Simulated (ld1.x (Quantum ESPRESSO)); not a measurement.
**Configuration tests for chromium (Cr) (TM)**

* Element: chromium (Cr)
* Generator: ld1.x (Quantum ESPRESSO) 7.5
* Type: norm-conserving Troullier–Martins (Kleinman–Bylander form)
* Functional: LDA (PZ)
* Relativity: scalar-relativistic
* Frozen core: [Ne] 3s2
* Valence charge: 12
* Reference configuration: 3p6 3d5 4s0 4p0 (charge +1)
* Partial waves: 4s (bound, empty): rc 2.70 bohr; 3d (bound): rc 1.85 bohr; 3p (bound): rc 1.50 bohr
* Local potential: the p channel
* Core correction: none

Energies are relative to the spin-unpolarised reference configuration 3p6 3d5 4s0 4p0; without spin polarisation the order of configurations can differ from experiment. Spin-polarised rows fill each open shell by Hund’s rule, majority spin first.

```csv
valence configuration,charge,ΔE all-electron (eV),error AE − PS (meV)
3p6 3d5 4s1 4p0,0,-7.140,-4.2
3p6 3d4 4s0 4p0,+2,16.343,+3.8
3p6 3d3 4s0 4p0,+3,47.369,+99
3p6 3d5.5 4s0.5 4p0,0,-6.423,+0.8
3p6 3d5 4s0 4p1,0,-3.937,+12
3p5 3d5 4s1 4p0,+1,44.329,-276
3p6 3d5 4s0 4p0 (spin-polarised),+1,-4.455,+881
3p6 3d5 4s1 4p0 (spin-polarised),0,-12.057,+834
```

(1) What are ΔE and the potential's error for 3p6 3d6 4s0 4p0?

Levels in the configuration 3p6 3d5 4s1 4p0:

| level | all-electron (eV) | pseudo (eV) |
| --- | --- | --- |
| 3p | -45.348 | -45.422 |
| 3d | -3.131 | -3.144 |
| 4s | -4.199 | -4.191 |

Note: ghost state, extra bound levels that the all-electron valence spectrum of the same l lacks: s at -76.1 eV. A true bound ghost makes a file unfit for plane-wave use.

Answers

(1) ΔE = -5.416 eV all-electron; the error (AE − PS) is -1.4 meV.
